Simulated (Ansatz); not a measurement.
Geometry optimisation, RKS PBE0-D4/def2-SVP (Ansatz).

Input:

```yaml
crystal:
  periodic: [false, false, false]
  atoms:
    - { symbol: C, position_ang: [-0.0717, -1.9724, 0.7442] }
    - { symbol: C, position_ang: [0.3636, -0.7955, 0.1952] }
    - { symbol: C, position_ang: [1.7633, -0.8471, -0.3308] }
    - { symbol: "N", position_ang: [-0.2647, 0.4408, 0.0785] }
    - { symbol: C, position_ang: [0.3167, 1.5923, -0.5584] }
    - { symbol: Si, position_ang: [-2.0319, 0.7239, 0.2922] }
    - { symbol: H, position_ang: [0.5064, -2.8285, 0.7949] }
    - { symbol: H, position_ang: [-1.0799, -1.9901, 1.1376] }
    - { symbol: H, position_ang: [2.2286, -1.8384, -0.2115] }
    - { symbol: H, position_ang: [1.8429, -0.5504, -1.3465] }
    - { symbol: H, position_ang: [2.4317, -0.1878, 0.2917] }
    - { symbol: H, position_ang: [1.37495, 1.80317, -0.29985] }
    - { symbol: H, position_ang: [-0.24566, 2.4999, -0.34613] }
    - { symbol: H, position_ang: [0.39593, 1.37781, -1.6213] }
    - { symbol: H, position_ang: [-2.5792, -0.2049, 1.3439] }
    - { symbol: H, position_ang: [-2.2244, 2.1528, 0.7262] }
    - { symbol: H, position_ang: [-2.685, 0.5042, -1.0113] }
basis:
  gaussian: { orbitals: def2-SVP }
hamiltonian:
  xc: pbe0
  dispersion: d4
relax:
  f_tol: 0.015
  max_steps: 40
```

Run as:

```bash
$ ansatz run input.yaml --threads 2 --pin off --max-ram 3072MiB --backend cpu --events-out ev --progress --plain --runs-dir out
```

Task: Where does it end, and by what steps?

Result: It converged. After 18 steps the energy has fallen by 0.555 eV; H17 moved furthest, 0.94 Å.

```json
{"step": "0", "energy less start (eV)": "0.0000", "largest force component (eV/Å)": "3.657", "accepted": "yes"}
{"step": "1", "energy less start (eV)": "-0.3956", "largest force component (eV/Å)": "1.170", "accepted": "yes"}
{"step": "2", "energy less start (eV)": "-0.4422", "largest force component (eV/Å)": "0.400", "accepted": "yes"}
{"step": "3", "energy less start (eV)": "-0.4618", "largest force component (eV/Å)": "0.162", "accepted": "yes"}
{"step": "4", "energy less start (eV)": "-0.4853", "largest force component (eV/Å)": "0.380", "accepted": "yes"}
{"step": "5", "energy less start (eV)": "-0.5060", "largest force component (eV/Å)": "0.450", "accepted": "yes"}
{"step": "6", "energy less start (eV)": "-0.5265", "largest force component (eV/Å)": "0.383", "accepted": "yes"}
{"step": "7", "energy less start (eV)": "-0.5007", "largest force component (eV/Å)": "0.967", "accepted": "no"}
{"step": "8", "energy less start (eV)": "-0.5456", "largest force component (eV/Å)": "0.088", "accepted": "yes"}
{"step": "9", "energy less start (eV)": "-0.5411", "largest force component (eV/Å)": "0.343", "accepted": "no"}
{"step": "10", "energy less start (eV)": "-0.5493", "largest force component (eV/Å)": "0.027", "accepted": "yes"}
{"step": "11", "energy less start (eV)": "-0.5506", "largest force component (eV/Å)": "0.050", "accepted": "yes"}
{"step": "12", "energy less start (eV)": "-0.5521", "largest force component (eV/Å)": "0.062", "accepted": "yes"}
{"step": "13", "energy less start (eV)": "-0.5529", "largest force component (eV/Å)": "0.066", "accepted": "yes"}
{"step": "14", "energy less start (eV)": "-0.5536", "largest force component (eV/Å)": "0.050", "accepted": "yes"}
{"step": "15", "energy less start (eV)": "-0.5540", "largest force component (eV/Å)": "0.022", "accepted": "yes"}
{"step": "16", "energy less start (eV)": "-0.5544", "largest force component (eV/Å)": "0.021", "accepted": "yes"}
{"step": "17", "energy less start (eV)": "-0.5546", "largest force component (eV/Å)": "0.018", "accepted": "yes"}
{"step": "18", "energy less start (eV)": "-0.5546", "largest force component (eV/Å)": "0.012", "accepted": "yes"}
```

```xyz
17
Properties=species:S:1:pos:R:3
C -0.315 -1.913 0.275
C 0.360 -0.768 0.053
C 1.857 -0.765 -0.062
N -0.281 0.472 -0.037
C 0.360 1.553 -0.759
Si -1.919 0.645 0.569
H 0.220 -2.850 0.430
H -1.407 -1.955 0.309
H 2.252 -1.775 0.103
H 2.190 -0.432 -1.058
H 2.313 -0.086 0.678
H 1.341 1.819 -0.330
H -0.268 2.452 -0.709
H 0.511 1.316 -1.828
H -2.011 0.074 1.944
H -2.200 2.111 0.582
H -2.959 -0.020 -0.280
```

The run took 120 s on 2 threads of Arm Neoverse V1, with other jobs on the host, peak memory 0.41 GiB.
